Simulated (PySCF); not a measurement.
## BCl3: computed shieldings and shifts

BCl3, point group D3h.

Bonds: B1-Cl2 1.742 Å, B1-Cl3 1.742 Å, B1-Cl4 1.742 Å.

GIAO calculations in PySCF on the PBE0-D3(BJ)/def2-SVP structure: isolated species, non-relativistic, equivalent atoms averaged; basis pcSseg-1.

**Question.** Give the isotropic shieldings (ppm) with B3LYP, PBE0.

**Answer.** 
```
             atoms           environment  B3LYP  PBE0
       Cl2/Cl3/Cl4  chlorine bonded to B    645   656
                B1  boron bonded to 3 Cl   44.2  49.7
HOMO–LUMO gap (eV)                     –   7.01  7.47
```

**Question.** And the chemical shifts, against references computed in the same way?

**Answer.** 
```
      atoms  nucleus, reference  B3LYP  PBE0
Cl2/Cl3/Cl4           ³⁵Cl, HCl    285   288
         B1       ¹¹B, BF3·OEt2   53.7  51.1
```

**Question.** Which part of the shielding of Cl2/Cl3/Cl4 depends on the functional?

**Answer.** Diamagnetic: B3LYP 1147, PBE0 1147 ppm; paramagnetic: B3LYP -502, PBE0 -491 ppm. The diamagnetic part, set mainly by inner electrons, hardly moves; the paramagnetic part goes with low-lying magnetically allowed excitations and carries the spread.
